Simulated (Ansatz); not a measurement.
Geometry optimisation, RKS PBE-D4/def2-SVP in Ansatz 0.2.0.

Input:

```yaml
crystal:
  periodic: [false, false, false]
  atoms:
    - { symbol: "N", position_ang: [-0.8077, -1.073, -0.24] }
    - { symbol: C, position_ang: [-0.0109, 0.1629, -0.2235] }
    - { symbol: C, position_ang: [1.4526, -0.1929, -0.3233] }
    - { symbol: Al, position_ang: [2.2703, -1.0721, 1.3412] }
    - { symbol: S, position_ang: [-0.4392, 1.2396, -1.6491] }
    - { symbol: Al, position_ang: [-2.4721, 1.9286, -0.8375] }
    - { symbol: H, position_ang: [-1.35131, -1.11572, -1.10274] }
    - { symbol: H, position_ang: [-1.37656, -1.10662, 0.57706] }
    - { symbol: H, position_ang: [-0.1812, 0.743, 0.7641] }
    - { symbol: H, position_ang: [2.0849, 0.7349, -0.4125] }
    - { symbol: H, position_ang: [1.6677, -0.8523, -1.1622] }
    - { symbol: H, position_ang: [1.7595, -2.5801, 1.6359] }
    - { symbol: H, position_ang: [2.2645, -0.1608, 2.6457] }
    - { symbol: H, position_ang: [-3.8044, 1.0723, -1.1587] }
    - { symbol: H, position_ang: [-2.5796, 3.1905, 0.0986] }
basis:
  gaussian: { orbitals: def2-SVP }
hamiltonian:
  xc: pbe
  dispersion: d4
relax:
  f_tol: 0.015
  max_steps: 40
```

Command:

```bash
$ ansatz run input.yaml --threads 2 --pin off --max-ram 3072MiB --backend cpu --events-out ev --progress --plain --runs-dir out
```

Q: Where does it end, and by what steps?

A: The forces met the threshold. After 19 steps the energy has fallen by 2.053 eV; H14 moved furthest, 1.56 Å. Joined: N1–Al4.

| step | energy less start (eV) | largest force component (eV/Å) | accepted |
| --- | --- | --- | --- |
| 0 | 0.0000 | 2.344 | yes |
| 1 | -0.5377 | 0.893 | yes |
| 2 | -0.7439 | 0.779 | yes |
| 3 | -0.8597 | 1.099 | yes |
| 4 | -0.9982 | 1.013 | yes |
| 5 | -1.1753 | 0.972 | yes |
| 6 | -1.3662 | 0.753 | yes |
| 7 | -1.6093 | 0.375 | yes |
| 8 | -1.7378 | 0.542 | yes |
| 9 | -1.8298 | 0.236 | yes |
| 10 | -1.8938 | 0.269 | yes |
| 11 | -1.9529 | 0.211 | yes |
| 12 | -1.9922 | 0.187 | yes |
| 13 | -2.0286 | 0.114 | yes |
| 14 | -2.0472 | 0.043 | yes |
| 15 | -2.0484 | 0.100 | yes |
| 16 | -2.0527 | 0.046 | yes |
| 17 | -2.0528 | 0.041 | yes |
| 18 | -2.0527 | 0.046 | no |
| 19 | -2.0535 | 0.012 | yes |

```xyz
15
Properties=species:S:1:pos:R:3
N -0.397 -0.967 0.533
C 0.057 0.243 -0.225
C 1.534 0.001 -0.488
Al 1.605 -1.126 1.202
S -0.994 0.544 -1.758
Al -2.594 1.836 -0.991
H -0.624 -1.728 -0.127
H -1.242 -0.801 1.098
H -0.084 1.106 0.457
H 2.102 0.939 -0.632
H 1.680 -0.637 -1.386
H 2.032 -2.673 1.106
H 1.640 -0.345 2.608
H -3.687 2.365 -2.022
H -2.550 2.160 0.578
```

Run time: 72 s on 2 threads of Arm Neoverse V2, with other jobs on the host, peak memory 0.2 GiB.
